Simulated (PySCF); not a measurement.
A structure optimised at B3LYP-D3(BJ)/def2-SVP, used in a PySCF frequency run:

```
C
O 1 1.2213
Si 1 1.9334 2 116.79
F 3 1.6395 1 106.04 2 -175.21
H 3 1.4873 4 107.94 1 117.08
C 3 1.8628 5 113.00 4 -122.90
H 6 1.1010 3 112.03 5 51.00
H 6 1.1015 7 108.58 3 -122.56
H 6 1.1023 7 108.62 8 -117.42
Si 1 1.9518 2 121.71 3 -179.18
H 10 1.4881 1 109.95 2 -3.03
H 10 1.4917 11 110.84 1 119.96
H 10 1.4921 11 110.64 12 120.78
```
Charge 0, spin multiplicity 1.

Task: Write its SMILES and formula.

Result: C[Si@H](F)C(=O)[SiH3], C₂H₇FOSi₂

Task: What are its rotational constants (standard atomic weights)?

Result: 3.1251, 1.5082, 1.1361 GHz
